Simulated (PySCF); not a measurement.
Compound: BiH₆NSi.
Cartesian coordinates in Å at the PBE0-D3(BJ)/def2-SVP level; atoms count from 1:
```
atom  x, y, z in Å
N1    -1.0622    0.2767   -0.8768
Si2   -0.4610   -0.6420    0.4611
Bi3    2.1951   -0.4087    0.5799
H4    -2.0468    0.2444   -1.1191
H5    -0.6644    1.1874   -1.0736
H6    -0.9799   -0.2584    1.8216
H7    -0.8393   -2.0767    0.2638
H8     2.2453   -0.4866   -1.2134
H9     1.9757    1.3764    0.4973
```

Computed, not measured: PBE0-D3(BJ)/def2-SVP geometry optimisation, gas phase, def2 core potentials past Kr (PySCF).

**Question.** Which atoms are bound to Bi3, and at what distances?

**Answer.** 3 atoms: H8 1.796 Å, H9 1.800 Å, Si2 2.669 Å. The nearest atom not counted as bound is H6, at 3.41 Å.

**Question.** List the angles at Bi3.

**Answer.** 
```csv
angle,degrees,distance of the outer atoms (Å)
H8–Bi3–H9,90.0,2.54
Si2–Bi3–H8,88.8,3.19
Si2–Bi3–H9,87.9,3.16
```

**Question.** What is the shape at Bi3?

**Answer.** Pyramidal: angles 90.0°, 88.8° and 87.9°, sum 266.8°, 1.16 Å off the plane of its three neighbours.

**Question.** What are the other bond lengths?

**Answer.** N1–Si2 1.731 Å; N1–H4, N1–H5 1.014 Å; Si2–H6, Si2–H7 1.501 Å.

**Question.** Give some angles away from the centre.

**Answer.** N1–Si2–Bi3 109.5°.

**Question.** What are the rotational constants (commonest isotopes, rigid rotor)?

**Answer.** A = 13448, B = 1461, C = 1364 MHz: a near-prolate asymmetric top.

Charge 0, singlet. No PBE0-D3(BJ)/def2-SVP frequencies stand behind this structure, so it isn't proved a minimum.

The run took 26 s of wall time on an Arm Neoverse V2 with one thread, shared host, and the process peaked at 0.37 GiB of memory. These figures are those of the optimisation.

One conformer stands for the species.
